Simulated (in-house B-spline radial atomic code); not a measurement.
# Response and correlation of the cerium ion Ce²²⁺

Closed shell [Ar] 3d10 4s2 4p6. Computed with an all-electron radial atomic-structure program (B-spline basis): Dirac-Hartree-Fock, relativistic RPA (time-dependent Dirac-Hartree-Fock) for the response and second-order many-body perturbation theory for correlation, no-pair Dirac-Coulomb Hamiltonian, finite nucleus.

Command:
```bash
python run_mb.py task.json out
```
Settings (nuclear radius in fm, box in bohr, cutoff in hartree):
```
basis_form          2
Z                   58
core_configuration  [Ar] 3d10 4s2 4p6
rms_radius          4.8771
mass_number         140
speed_of_light      137.036
box_radius          3.663
lmax                7
intervals           58
virtual_cutoff      84100.0
```

Run time, properties included: 7.4 s on 1 thread of Intel(R) Xeon(R) 6975P-C, with other jobs on the host.

| multipole (bohr³, bohr⁵, bohr⁷) | uncoupled | coupled RPA |
| --- | --- | --- |
| dipole | 0.20622 | ? |
| quadrupole | 0.0536 | 0.056726 |
| octupole | 0.034616 | 0.04097 |

**Question.** What is the coupled dipole polarisability?

**Answer.** 0.18057 atomic units, -12 % against the uncoupled value.

**Question.** Which subshells carry the dipole polarisability?

**Answer.** 4p3/2 69.8 %, 4p1/2 27.5 %, 4s1/2 1.1 %.

**Question.** What does the dipole shielding factor come to?

**Answer.** The dipole shielding factor is 0.621, against the exact N/Z = 36/58 = 0.621 of the non-relativistic theorem.

Dipole polarisability at imaginary frequency:

```
u (Eh)  α(iu) (bohr³)
     0         0.1806
  5.52        0.08889
  16.5        0.02554
  33.1        0.01085
  55.2       0.005504
   110        0.00191
   221      0.0005712
   552      0.0001048
```

**Question.** What dispersion coefficients follow for two such ions (the dispersion part alone)?

**Answer.** C6 = (3/π)∫α(iu)²du = 0.1398 hartree·bohr⁶ and C8 = 0.2794 hartree·bohr⁸.

Lowest J = 1 odd-parity excitations:

```csv
energy (eV),oscillator strength,leading channel,weight
95.294,2.27e-05,4p3/2 → d3/2,0.85
112.76,0.558,4p3/2 → d5/2,0.559
137.96,3.27,4p1/2 → d3/2,0.769
297.45,0.47,4p3/2 → s1/2,0.997
320.9,0.209,4p1/2 → s1/2,0.995
376.46,0.000548,4p3/2 → d3/2,0.803
380.42,0.485,4p3/2 → d5/2,0.814
402.45,0.205,4p1/2 → d3/2,0.955
```

Second-order correlation energy by the highest angular momentum of the excited pair (hartree): s -0.02449, p -0.2077, d -0.7254, f -0.7472, g -0.2424, h -0.1018, i -0.04599, k -0.02321.

**Question.** What is the second-order correlation energy at the partial-wave limit?

**Answer.** The listed waves sum to -2.1182 hartree; extrapolating the increments as (l + 1/2)⁻⁴ gives -2.1656 hartree, -1.64 eV per electron.
